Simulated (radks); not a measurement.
The numbers below are computed, except where a source is named.
Spherical quantum dot in the effective-mass picture: electrons in a hard-walled sphere of radius 1.4, all in effective atomic units (hartree* = m*/eps^2 hartree, bohr* = eps/m* bohr), one dielectric constant everywhere. Level of theory: non-relativistic Kohn-Sham, PBEsol, spin-polarised, spherical densities (a radial shooting solver with Libxc functionals). Levels are named by radial order and angular momentum (1s, 1p, 1d, 2s, ...), and open shells are averaged over m. Results are scaled to m* = 0.461 and eps = 13, for which hartree* = 74.23 meV and bohr* = 1.492 nm.

N = 22, configuration 1s2 1p6 1d10 2s2 1f(up 2, down 0). This is the lowest configuration that the search found. Occupied and some empty levels:

level    occupation  eigenvalue (meV)  <r> (nm)
1s up             1            1787.6     1.259
1s down           1            1792.3     1.256
1p up             3            1917.9     1.364
1p down           3            1923.4     1.362
1d up             5            2118.0     1.438
1d down           5            2123.9     1.437
1f up             2            2377.8     1.494
2s up             1            2378.9    0.9743
2s down           1            2381.4    0.9756
1f down           0            2384.1     1.494
1g up             0            2692.4     1.539
1g down           0            2698.9     1.539
2p up             0            2731.9     1.106
2p down           0            2734.8     1.106
2d up             0            3141.2     1.196
2d down           0            3144.7     1.195

Energy (meV): total 28682.8, kinetic 12796, external 0, Hartree 17714, exchange-correlation -1826.9.
